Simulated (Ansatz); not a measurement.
Molecule: CH$_{7}$ClFNSi$_{2}$, charge 0, multiplicity 1. 
Coordinates optimised at B3LYP-D3(BJ)/def2-TZVP (Ansatz, a quantum-chemistry and plane-wave program):
SMILES: C[Si](F)(Cl)N[SiH3]
```xyz
13

C      1.6431    -0.8764    -0.8361
Si     0.4500     0.3091    -0.0759
F      0.3339     1.5711    -1.0558
Cl     1.1698     1.0542     1.7073
N     -1.0821    -0.3650     0.2468
Si    -2.0484    -1.4274    -0.7291
H      1.2654    -1.2439    -1.7919
H      2.6002    -0.3850    -1.0154
H      1.8088    -1.7302    -0.1784
H     -1.5203    -0.0228     1.0921
H     -1.2794    -1.7027    -1.9615
H     -2.3256    -2.7026    -0.0268
H     -3.3464    -0.8065    -1.0807
```

Basis-set convergence of Hartree-Fock and CCSD correlation energies (hartree) with Ansatz. Cores are frozen in the correlated levels unless marked. Spin-orbit coupling is left out. No relativistic terms.

```
basis        functions        E(HF)  E(corr, CCSD)
-----------  ---------  -----------  -------------
cc-pV(D+d)Z        146  -1233.41534       -0.89511
cc-pV(T+d)Z        305  -1233.53777       -1.12737
cc-pV(Q+d)Z        567  -1233.56543       -1.20615
```

Extrapolating the two largest sets (X = 3 and 4) as X^-3: E(corr) = (64·(-1.20615) - 27·(-1.12737))/37 = -1.2636 Eh, an estimate of the basis-set limit. The largest set recovers 95.5 % of it, the smallest 70.8 %.
